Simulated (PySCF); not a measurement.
How methods differ on the excitation energy of Os²⁺

Os²⁺ [Xe] 4f14 5d6 (5D) → Os²⁺ [Xe] 4f14 5d5 6p1 (7P), as a difference of total energies. All numbers are calculated (PySCF 2.14, a scalar-relativistic core potential, in aug-cc-pVDZ-PP with ECP60MDF (5s5p4d2f, 54 functions)). Correlated levels: valence: 5s2 5p6 frozen. The calculations carry no spin-orbit coupling.

```csv
method,excitation energy (eV)
UHF,6.771
MP2 (valence),7.339
SCS-MP2 (valence),7.741
CCSD (valence),7.399
CCSD(T) (valence),7.432
```

Problem. How much does correlation contribute at CCSD(T) (valence)?

Solution. 7.432 − (6.771) = 0.661 eV, measured against UHF.
